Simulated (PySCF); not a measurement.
A structure optimised at PBE-D3(BJ)/def2-TZVP, used in a PySCF frequency run:

```xyz
3

Ti     0.0000     0.0000     0.3959
O      0.0000    -1.3563    -0.5444
O      0.0000     1.3563    -0.5444
```
Charge 0, spin multiplicity 1.

Q: Write its SMILES, formula and point group.

A: [O]=[Ti]=[O], O2Ti, C2v

Q: What are its rotational constants (standard atomic weights)?

A: 29.802, 8.5858, 6.6655 GHz
